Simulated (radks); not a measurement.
Excited configurations of Ga I: one electron is placed in a higher orbital outside [Ar] 3d10 4s2. The ground configuration is [Ar] 3d10 4s2 4p1. All-electron calculation, scalar-relativistic Kohn-Sham, r2SCAN, spin-polarised, spherical densities, finite nucleus; open shells are filled with parallel spins first; meta-GGA in the generalised Kohn-Sham scheme; Fermi nuclear charge, rms radius 3.9973 fm. Program: a radial shooting solver on a logarithmic mesh with Libxc functionals. Excitation = E - E(ground); binding = E(ion) - E, where the ion is the core of charge +1; n* = 1/sqrt(2 binding) in atomic units, and the quantum defect is n - n*.

| outer orbital | excitation (eV) | binding (eV) | n* | quantum defect | eigenvalue (eV) | <r> (bohr) |
|---|---|---|---|---|---|---|
| 5s | 2.896 | 2.954 | 2.146 | 2.854 | -1.840 | 7.154 |
| 5p | 3.826 | 2.024 | 2.593 | 2.407 | -1.197 | 9.623 |
| 5d | 4.901 | 0.949 | 3.785 | 1.215 | -0.537 | 19.20 |
| 5f | 5.253 | 0.597 | 4.774 | 0.226 | -0.346 | 30.81 |
| 7f | 5.532 | 0.318 | 6.539 | 0.461 | -0.207 | 65.17 |

The Delta-SCF ionisation energy is 5.850 eV (NIST Atomic Spectra Database: 5.999 eV, measured). Self-interaction in the functional shifts the binding energies and quantum defects, so they are the method's values and not measured ones. Open shells are spherical and high-spin; term and fine-structure splittings are not resolved.
